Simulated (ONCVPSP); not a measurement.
## Reading a pseudo-wave (Zn)

Columns: radius, all-electron u(r) and pseudo u(r) of the 3p shell (level -83.40 eV) of zinc in the configuration [Ne] 3s2 3p6 3d10 4s2; PBE, scalar-relativistic, ONCV scheme, ONCVPSP 4.0.1.

| r (bohr) | all-electron | pseudo |
| --- | --- | --- |
| 0.053 | -0.3833 | 0.0295 |
| 0.105 | -0.6615 | 0.1120 |
| 0.158 | -0.5857 | 0.2420 |
| 0.210 | -0.2864 | 0.4012 |
| 0.262 | 0.0925 | 0.5763 |
| 0.315 | 0.4645 | 0.7548 |
| 0.368 | 0.7739 | 0.9182 |
| 0.420 | 1.0015 | 1.0526 |
| 0.473 | 1.1563 | 1.1556 |
| 0.525 | 1.2419 | 1.2199 |
| 0.578 | 1.2756 | 1.2494 |
| 0.630 | 1.2679 | 1.2460 |
| 0.683 | 1.2307 | 1.2156 |
| 0.735 | 1.1744 | 1.1652 |
| 0.788 | 1.1043 | 1.0996 |
| 0.840 | 1.0286 | 1.0266 |
| 0.893 | 0.9487 | 0.9480 |
| 0.945 | 0.8703 | 0.8702 |
| 0.998 | 0.7926 | 0.7926 |
| 1.050 | 0.7198 | 0.7198 |
| 1.102 | 0.6512 | 0.6512 |
| 1.155 | 0.5861 | 0.5861 |
| 1.208 | 0.5260 | 0.5260 |
| 1.260 | 0.4720 | 0.4720 |
| 1.313 | 0.4217 | 0.4217 |
| 1.365 | 0.3770 | 0.3770 |

How many radial nodes do the two functions have?

The all-electron 3p function has n − l − 1 = 1; the pseudo-wave has 0, since the states of the same l below it are removed with the core.

At about which radius was the pseudo-wave matched?

1.05 bohr. The columns agree to 0.0005 from 0.94 bohr on; several derivatives are matched, so the curves merge somewhat inside the radius.

Is the pseudo-wave norm-conserving?

Yes: the ONCV scheme keeps the norm inside the radius equal to the all-electron one, which fixes the energy derivative of the logarithmic derivative at the level.
